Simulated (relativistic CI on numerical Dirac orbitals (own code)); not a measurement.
How the errors of a small relativistic CI change along the 6-electron sequence

Levels calculated with a relativistic CI code on KLI orbitals, against measured ones, in five cumulative steps: (1) Dirac-Coulomb, each configuration alone; (2) with Breit and QED terms; (3) with configuration mixing; (4) with scaled Slater integrals; (5) with a P86 correlation estimate. Each ion has its own short list of configurations; levels above 2,000 cm⁻¹ that pair in every step are counted, and ions without enough such levels are left out. The scale is 0.85 up to charge 4 and 0.9 beyond; P86 is a density functional added for each configuration.

Median relative error (%):

```
 Ion   Ground  Levels  (1)  (2)  (3)  (4)  (5)
   C  2s2 2p2      30  4.3  4.3  1.0  2.0  4.8
  N+  2s2 2p2      27  0.9  0.9  1.8  0.3  2.8
 O2+  2s2 2p2      30  0.5  0.5  2.5  2.1  1.2
 F3+  2s2 2p2      46  0.5  0.5  1.3  0.9  0.4
Ne4+  2s2 2p2      41  1.9  1.9  1.0  0.5  0.4
Mg6+  2s2 2p2      61  1.2  1.3  0.5  0.3  0.4
```

Mean absolute error (cm⁻¹):

| Ion | (1) | (2) | (3) | (4) | (5) |
| --- | --- | --- | --- | --- | --- |
| C | 3330 | 3335 | 1245 | 1560 | 3374 |
| N+ | 2037 | 2060 | 3358 | 1398 | 4384 |
| O2+ | 3430 | 3401 | 8081 | 5145 | 4312 |
| F3+ | 5893 | 5932 | 6014 | 4161 | 3550 |
| Ne4+ | 8374 | 8445 | 5992 | 3982 | 3755 |
| Mg6+ | 11249 | 11435 | 6235 | 3726 | 4609 |

In step (3), fully ab initio, the relative error is 1.0 % for C and 0.5 % for Mg6+, while the absolute error goes from 1245 to 6235 cm⁻¹. The relative error falls from the first to the last ion but not steadily. The sets of levels differ from ion to ion, which blurs the trend. Mixing (step 3) lowers the mean absolute error for 3 of the 6 ions and scaling (step 4) for 5. The P86 step changes the mean absolute error by a factor of 2.2 for the first ion and 1.2 for the last.

Sources of the measured levels: C, NIST Handbook of Basic Atomic Spectroscopic Data (Sansonetti and Martin, J. Phys. Chem. Ref. Data 34, 1559 (2005)); N+, NIST Handbook of Basic Atomic Spectroscopic Data (Sansonetti and Martin, J. Phys. Chem. Ref. Data 34, 1559 (2005)); O2+, Moore, Selected Tables of Atomic Spectra, NSRDS-NBS 3, section 11; F3+, Moore, Atomic Energy Levels, vol. I, NSRDS-NBS 35 (1971 reprint of NBS Circular 467, 1949); Ne4+, NIST levels in Podobedova, Fuhr, Reader and Wiese, J. Phys. Chem. Ref. Data 33, 525 (2004); Mg6+, NIST levels in Kelleher and Podobedova, J. Phys. Chem. Ref. Data 37, 267 (2008). Some J values or terms were assigned by a fit.
